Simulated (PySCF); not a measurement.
Gas-phase reaction: WO2Cl2 + 2 HCl + O2 = WO2(OH)2 + 2 Cl2

Method: PySCF energies plus ideal-gas RRHO corrections (1 bar). † marks an energy on the PBE0/def2-TZVP geometry and frequencies; other levels use their own. MP2 freezes the core. Open shells (unrestricted): O2 (multiplicity 3); the rest are closed-shell singlets. W: scalar-relativistic def2 core potential, no spin-orbit coupling. No R ln 2 is added for the mirror-image form of WO2(OH)2. MP2 isn't extrapolated to the basis-set limit; its ΔH°(298 K) is 47.7 kJ in def2-SVP and -31.2 kJ in def2-TZVPP. The harmonic model lacks anharmonicity and excited electronic states, which grow with temperature; levels with a mode under 35 cm⁻¹ are left out. Soft modes under 120 cm⁻¹ make the harmonic entropy rough for WO2Cl2.

```json
[
 {"level": "BLYP/def2-TZVP†", "ΔE electronic, kJ": "-67", "ΔH°(298 K), kJ": "-50", "ΔS°(298 K), J/K": "-139", "ΔG°(1800 K), kJ": "189"},
 {"level": "MP2/def2-SVP†", "ΔE electronic, kJ": "31", "ΔH°(298 K), kJ": "48", "ΔS°(298 K), J/K": "-139", "ΔG°(1800 K), kJ": "287"},
 {"level": "PBE/def2-SVP", "ΔE electronic, kJ": "-24", "ΔH°(298 K), kJ": "-9", "ΔS°(298 K), J/K": "-133", "ΔG°(1800 K), kJ": "216"},
 {"level": "PBE/def2-TZVP†", "ΔE electronic, kJ": "-68", "ΔH°(298 K), kJ": "-51", "ΔS°(298 K), J/K": "-139", "ΔG°(1800 K), kJ": "188"},
 {"level": "PBE0/def2-SVP†", "ΔE electronic, kJ": "-13", "ΔH°(298 K), kJ": "4", "ΔS°(298 K), J/K": "-139", "ΔG°(1800 K), kJ": "243"},
 {"level": "PBE0/def2-TZVP", "ΔE electronic, kJ": "-61", "ΔH°(298 K), kJ": "-44", "ΔS°(298 K), J/K": "-139", "ΔG°(1800 K), kJ": "195"},
 {"level": "LDA/def2-TZVP†", "ΔE electronic, kJ": "-128", "ΔH°(298 K), kJ": "-112", "ΔS°(298 K), J/K": "-139", "ΔG°(1800 K), kJ": "128"},
 {"level": "ωB97M-V/def2-TZVP†", "ΔE electronic, kJ": "-85", "ΔH°(298 K), kJ": "-69", "ΔS°(298 K), J/K": "-139", "ΔG°(1800 K), kJ": "171"},
 {"level": "ωB97X-V/def2-TZVP†", "ΔE electronic, kJ": "-64", "ΔH°(298 K), kJ": "-47", "ΔS°(298 K), J/K": "-139", "ΔG°(1800 K), kJ": "192"}
]
```
ΔH° is lowest at LDA/def2-TZVP† and highest at MP2/def2-SVP†. No reference value is set beside these.
